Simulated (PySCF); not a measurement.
A structure optimised at PBE0-D3(BJ)/def2-SVP, used in a PySCF frequency run:

```xyz
9

B      0.2446    -0.1485     0.2073
C     -1.0494    -0.9004    -0.0826
C     -2.0752    -1.5207    -0.2981
H     -2.9843    -2.0616    -0.4933
Cl     0.4151     1.4641    -0.4860
C      1.3988    -0.7753     1.0488
H      2.1662    -0.0517     1.3540
H      1.8850    -1.5480     0.4247
H      1.0083    -1.3069     1.9307
```
Charge 0, spin multiplicity 1.

Q: Write its SMILES and formula.

A: C#CB(C)Cl, C3H4BCl

Q: What are its rotational constants (standard atomic weights)?

A: 5.6021, 2.7654, 1.8728 GHz
